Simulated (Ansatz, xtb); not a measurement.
# Relative energy of two isomers of F2H2PSi

We compare X, `F[SiH](F)[PH]`, a doublet, with Y, `F[Si](F)P`, a doublet. Both are isolated molecules in the gas phase, relaxed with PBE0-D3(BJ)/def2-SVP; the shapes shown needn't be the lowest conformers.

X (Å):

```yaml
atoms:
  - { symbol: F, position_ang: [0.7128, -0.0693, -0.7275] }
  - { symbol: F, position_ang: [1.3478, -0.8532, -3.1167] }
  - { symbol: P, position_ang: [-1.6913, -1.3100, -2.3983] }
  - { symbol: Si, position_ang: [0.4705, -1.2381, -1.8173] }
  - { symbol: H, position_ang: [1.0067, -2.5039, -1.2585] }
  - { symbol: H, position_ang: [-2.0276, -1.6240, -1.0388] }
```

Y (Å):

```xyz
6

F    -0.1266    0.1716   -3.1665
F     1.6015   -1.7523   -3.0654
P     0.0159   -1.2930   -0.3655
Si    0.0863   -1.3503   -2.6430
H    -0.0203   -2.7179   -0.2669
H    -1.4070   -1.1643   -0.3495
```

Question: Which of the two would you expect CCSD(T)/def2-SVP + ΔMP2/def2-TZVPP electronic energies to favour?

Answer: Structure X; the calculation gives E(Y) − E(X) = +0.454 eV.

The same difference at several levels:

| level | geometry | E(Y) − E(X) (eV) | departure from the last row (eV) | job, with rough time for the two |
| --- | --- | --- | --- | --- |
| GFN2-xTB | GFN2-xTB | +0.408 | −0.046 | optimisation, 0.59 s |
| HF/STO-3G | GFN2-xTB | +0.458 | +0.004 | single point, 1.3 s |
| r2SCAN-D4/def2-SVP | GFN2-xTB | +0.362 | −0.092 | single point, 14 s |
| PBE0-D3(BJ)/def2-SVP | PBE0-D3(BJ)/def2-SVP | +0.347 | −0.107 | optimisation, 2.4 min |
| HF/def2-SVP | PBE0-D3(BJ)/def2-SVP | +0.700 | +0.246 | part of the CCSD(T) run |
| MP2/def2-SVP | PBE0-D3(BJ)/def2-SVP | +0.512 | +0.058 | part of the CCSD(T) run |
| CCSD(T)/def2-SVP | PBE0-D3(BJ)/def2-SVP | +0.517 | +0.063 | single point |
| CCSD(T)/def2-SVP + ΔMP2/def2-TZVPP | PBE0-D3(BJ)/def2-SVP | +0.454 |  | single point, 83 s |

As drawn, Y has 1 P–H in place of 1 Si–H.

The levels shown agree on the order. The largest departure from CCSD(T)/def2-SVP + ΔMP2/def2-TZVPP is that of HF/def2-SVP, 0.246 eV. The last row adds to CCSD(T) the change of the MP2 difference between the two basis sets, here −0.063 eV.

With harmonic frequencies from PBE0-D3(BJ)/def2-SVP (ideal gas, rigid rotor, one conformer each, 200 K, 1 atm): the zero-point term adds +0.007 eV; ΔH is +0.464 and ΔG +0.457 eV.

Open shells are spin-unrestricted. The correlated steps freeze 12 core orbitals. Mirror images aren't counted in ΔG. Run with Ansatz 0.2.0, xtb 6.7.1; the last row on 1 thread of AMD EPYC (Zen 3) on a shared host.
